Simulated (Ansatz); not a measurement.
Reaction (redistribution): `C[O][SnH2][OH]` + `OB([SiH3])O[SiH3]` → `C[O][SnH]([OH])[OH]` + `[SiH3]BO[SiH3]`

Program: Ansatz. Geometries: PBE0-D4/def2-TZVP. ΔE: electronic, gas phase. CBS: MP2 limit from def2 TZ/QZ plus the TZ coupled-cluster correction, frozen cores. Functionals use def2-TZVPP. B3LYP here is the variant with VWN-RPA as its local correlation; programs differ in this. def2 core potentials past Kr. For Sn outer-core shells are correlated without core-valence functions, which leaves a few kJ/mol of doubt a bond. Each species was taken in one conformer, which may not be the lowest.

`C[O][SnH2][OH]`:

Cartesian coordinates in Å:
```
C 0.577 1.601 -0.278
O 0.618 0.207 -0.437
Sn -0.702 -0.958 0.430
O -0.101 -2.715 -0.172
H 1.401 2.037 -0.851
H 0.701 1.911 0.769
H -0.357 2.042 -0.655
H -0.550 -0.850 2.127
H -2.258 -0.637 -0.192
H 0.670 -2.638 -0.742
```

`OB([SiH3])O[SiH3]`:

Z-matrix (Å, degrees):
```
Si
B 1 2.040
H 1 1.491 2 110.6
H 1 1.491 2 110.6 3 -118.4
H 1 1.486 2 111.5 3 120.8
O 2 1.366 1 123.9 3 59.3
O 2 1.357 1 117.6 3 -120.7
Si 6 1.650 2 134.9 1 -0.0
H 7 0.965 2 112.1 1 -180.0
H 8 1.482 6 108.3 2 120.2
H 8 1.486 6 110.2 2 -0.2
H 8 1.482 6 108.3 2 -120.6
```

`C[O][SnH]([OH])[OH]`:

Cartesian coordinates in Å:
```
C -0.864 0.381 -1.488
O -0.545 1.122 -0.332
Sn 0.265 0.250 1.216
O 2.087 -0.271 0.721
O -0.597 -1.466 1.541
H 0.030 -0.011 -1.991
H -1.532 -0.461 -1.271
H -1.376 1.049 -2.186
H 0.126 1.296 2.536
H 2.480 0.306 0.062
H -0.073 -2.194 1.194
```

`[SiH3]BO[SiH3]`:

Z-matrix (Å, degrees):
```
Si
B 1 2.031
H 1 1.489 2 113.6
H 1 1.492 2 109.7 3 -121.5
H 1 1.492 2 109.6 3 121.5
O 2 1.348 1 120.6 3 -0.2
H 2 1.209 1 120.8 3 179.8
Si 6 1.662 2 132.1 1 -180.0
H 8 1.485 6 109.9 2 0.2
H 8 1.481 6 107.8 2 120.8
H 8 1.481 6 107.8 2 -120.4
```

| level | ΔE (kJ/mol) | difference from CCSD(T)/CBS |
| --- | --- | --- |
| PBE-D4 | 109.5 | 7.5 |
| B3LYP-D4 | 110.3 | 8.3 |
| ωB97M-V | 112.6 | 10.6 |
| B2PLYP | 105.6 | 3.6 |
| r2SCAN | 111.3 | 9.3 |
| B3LYP | 107.5 | 5.5 |
| HF/def2-TZVPP | 111.2 | 9.2 |
| MP2/def2-TZVPP | 105.9 | 3.9 |
| SCS-MP2/def2-TZVPP | 103.2 | 1.2 |
| CCSD/def2-TZVPP | 109.3 | 7.3 |
| CCSD(T)/def2-TZVPP | 107.9 | 5.9 |
| MP2/def2-QZVPP | 102.0 | 0.0 |
| SCS-MP2/def2-QZVPP | 99.6 | -2.4 |
| HF/CBS(def2) | 109.5 | 7.5 |
| MP2/CBS(def2) | 100.0 | -2.0 |
| CCSD/CBS(def2) | 103.4 | 1.4 |
| CCSD(T)/CBS | 102.0 | 0 |

Largest T1 diagnostic among the species: 0.014.

In def2-TZVPP, CCSD(T) changes the Hartree–Fock value by −3.3 kJ/mol (the triples alone add −1.4 kJ/mol) and MP2 by −5.4 kJ/mol. From PBE to PBE0 (25 % exact exchange), in def2-TZVPP and without D4, ΔE moves by +5.9 kJ/mol.
